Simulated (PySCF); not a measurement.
Job for PySCF: R-MP2/6-31G* on GeH4 (SMILES [GeH4]) with ghost functions, monomers drawn apart or pushed together.

```python
from pyscf import gto, scf, dft, mp
from pyscf.data.elements import chemcore

mol = gto.M(
    atom='''
    Ge    0.39343159   -0.39215481    0.44313808
    H    -0.90285126   -1.19267803    0.62537068
    H     1.37107651   -0.70007824    1.58412865
    H     0.08431789    1.11010137    0.40104872
    H     1.04380532   -0.80140123   -0.89260912
    ghost-O   -1.18697569    0.69196902    4.54388103
    ghost-Si   -0.41357210    0.57625171    6.00216581
    ghost-H   -2.08889942    1.01997968    4.52275565
    ghost-H   -0.30293278    1.89980625    6.66308619
    ghost-H    0.92947011    0.04713277    5.69991842
    ghost-H   -1.12789710   -0.34206423    6.92264916
    ''',
    basis='6-31g*',
    cart=True,
    charge=0, spin=0, verbose=3, max_memory=1800)
mf = scf.RHF(mol)
mf.conv_tol = 1e-8
mf.max_cycle = 100
mf.kernel()
if not mf.converged:
    mf = mf.newton().run(mf.mo_coeff, mf.mo_occ)
pt = mp.MP2(mf, frozen=chemcore(mol)).run()
```

It printed:

```
converged SCF energy = -2077.38036176469
E(RMP2) = -2077.63763614814  E_corr = -0.257274383454089
E(SCS-RMP2) = -2077.62401420749  E_corr = -0.243652442806751
```

Self-consistency was reached.

Cost: about 2.3 core-seconds (a rough figure).
